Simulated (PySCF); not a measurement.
Geometry:
```json
{"atom": "Si1", "x (Å)": "0.028", "y (Å)": "-0.005", "z (Å)": "-1.081"}
{"atom": "Si2", "x (Å)": "-0.003", "y (Å)": "-0.023", "z (Å)": "1.248"}
{"atom": "H3", "x (Å)": "0.753", "y (Å)": "1.168", "z (Å)": "1.733"}
{"atom": "H4", "x (Å)": "0.644", "y (Å)": "-1.278", "z (Å)": "1.729"}
{"atom": "H5", "x (Å)": "-1.420", "y (Å)": "0.039", "z (Å)": "1.710"}
{"atom": "Cl6", "x (Å)": "1.969", "y (Å)": "-0.013", "z (Å)": "-1.764"}
{"atom": "Cl7", "x (Å)": "-0.904", "y (Å)": "1.680", "z (Å)": "-1.806"}
{"atom": "Cl8", "x (Å)": "-0.928", "y (Å)": "-1.655", "z (Å)": "-1.852"}
```

Computed data (PySCF 2.14): σ from GIAO-KT2/pcSseg-1, structure optimised with PBE0-D3(BJ)/def2-SVP. One averaged value for each set of equivalent atoms, one conformer, in vacuum, non-relativistic.

Scale: $^{1}$H (σ = 31.18 ppm), $^{29}$Si (σ = 361.05 ppm) against TMS; HCl for $^{35}$Cl (σ = 942.74 ppm) (reference shieldings calculated alike).

```json
{"atoms": "Si2", "nucleus": "$^{29}$Si", "count": "1", "δ (ppm)": "?"}
{"atoms": "Cl6/Cl7/Cl8", "nucleus": "$^{35}$Cl", "count": "3", "δ (ppm)": "203"}
{"atoms": "H3/H4/H5", "nucleus": "$^{1}$H", "count": "3", "δ (ppm)": "?"}
{"atoms": "Si1", "nucleus": "$^{29}$Si", "count": "1", "δ (ppm)": "44.6"}
```

Problem. Estimate the values marked ?.

Solution. 
- H3/H4/H5: 3.73 ppm, hydrogen on a silicon bonded to Si
- Si2: -93.0 ppm, silicon bonded to Si, 3 H
